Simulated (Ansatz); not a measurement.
Si₅F₃, relaxed as a doublet with UKS B3LYP-D4/def2-SVP in Ansatz, starting from the GFN1-xTB geometry. Force threshold 0.02 eV/Å.

The structure comes from a short search, and lower isomers may exist.

Start:

```tsv
atom	x (Å)	y (Å)	z (Å)
Si1	0.604	-1.412	0.211
Si2	0.359	-0.077	2.188
Si3	-0.563	0.083	-1.265
Si4	0.888	1.246	0.260
Si5	-1.636	0.160	0.918
F6	1.011	2.872	0.306
F7	-1.037	0.155	-2.816
F8	0.374	-3.027	0.198
```

**Question.** Estimate the energy that the relaxation releases and the steps that it takes.

**Answer.** 0.16 eV, in 12 steps; 38 s on 4 threads of Arm Neoverse V2 on a shared host. No frequencies were taken in this run, so the end may be a saddle point.

**Question.** Does the start keep its bonding and symmetry?

**Answer.** By distances, no bond broke or formed. The bond that changes most is Si2–Si5, from 2.38 to 2.45 Å (atoms count from 1). Point group Cs at the start, Cs at the end, both within 0.05 Å.

**Question.** Predict the relaxed structure.

**Answer.** 
Cartesian coordinates in Å:
```
Si 0.601 -1.530 0.178
Si 0.568 -0.098 2.104
Si -0.436 0.068 -1.202
Si 0.911 1.361 0.229
Si -1.563 0.152 0.917
F 0.734 2.980 0.320
F -0.899 0.145 -2.760
F 0.083 -3.077 0.213
```
Bond lengths: 6 × Si–Si 2.35 to 2.45 Å; 3 × F–Si 1.63 Å.
